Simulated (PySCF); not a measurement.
## Dipole moment and polarisability of `C=CC[C@@H]1CCS1`

Species: C₆H₁₀S.
Cartesian coordinates in Å at the GFN2-xTB level; atoms count from 1:
```xyz
17
C6H10S angstrom
C     -2.639    0.096    0.681
C     -1.827   -0.338   -0.264
C     -0.684    0.449   -0.823
C      0.630   -0.273   -0.568
C      1.083   -0.351    0.894
C      2.484    0.223    0.681
S      2.130    0.685   -1.056
H     -2.534    1.079    1.110
H     -3.450   -0.504    1.057
H     -1.954   -1.328   -0.682
H     -0.811    0.572   -1.902
H     -0.649    1.441   -0.368
H      0.645   -1.240   -1.075
H      1.074   -1.359    1.310
H      0.470    0.288    1.529
H      3.283   -0.514    0.722
H      2.743    1.085    1.291
```

Level: wB97X-D/def2-SVPD (PySCF), static field, nuclei fixed, core orbitals frozen in the response. The polarisability tensor in these axes (au):

```
x   105.79   3.25  -8.75
y     3.25  75.94  -1.91
z    -8.75  -1.91  87.10
```

Problem. What are the eigenvalues, a third of the trace, and Δα (Δα² = ½Σ(αi − αj)² over the three pairs)?

Solution. Principal values 75.49, 83.68 and 109.66 au; mean 89.61 au = 13.28 Å³ = 14.77 × 10⁻⁴⁰ C²·m²/J; Δα = 30.90 au (34 % of the mean).

Problem. What is the dipole moment, and where does it point?

Solution. (-0.81, -1.01, 1.42) D, 1.92 D in size, pointing from the negative to the positive side. Measured along this direction, the outermost atoms are S7 at the negative end and H9 at the positive end.

Problem. What would n − 1 = 2πNα be for an ideal gas of these molecules at 273.15 K and 1 atm, electronic part alone?

Solution. N = p/kT = 2.6868 × 10¹⁹ cm⁻³, so n − 1 = 2π × N × 13.28 × 10⁻²⁴ cm³ = 2242 × 10⁻⁶ at long wavelengths.

Problem. Give the principal axes and the span of the nuclei along them.

Solution. Largest value along (0.92, 0.11, -0.37), where the nuclei span 6.34 Å; middle along (0.38, -0.07, 0.92), 4.25 Å; least along (-0.08, 0.99, 0.11), 2.83 Å. The response follows the extents in order.

Problem. Molar refractivity from α?

Solution. Lorentz–Lorenz: R = (4π/3)N_A α = 2.5225 cm³/(mol·Å³) × 13.28 Å³ = 33.5 cm³/mol, in the limit of long wavelengths.

Problem. Sum over states: ᾱ = Σ f/ω², ω in Eh. What share falls to these 8 lowest TDDFT singlets (eV, f)? 4.57, 0.0003; 6.20, 0.0443; 6.54, 0.0039; 6.79, 0.0726; 6.95, 0.0656; 7.04, 0.0355; 7.30, 0.2627; 7.48, 0.0352.

Solution. They add up to 7.75 au, 8.6 % of the 89.61 au; the largest single term is 3.65 au, from the state at 7.30 eV. Terms in order: 0.01, 0.85, 0.07, 1.17, 1.01, 0.53, 3.65, 0.47 au. Higher excitations give the rest. The strengths listed sum to 0.520.

Isolated species at its GFN2-xTB geometry (one conformer only).

Note: wB97X-D ran without an empirical dispersion term, which enters the total energy and its gradient alone.
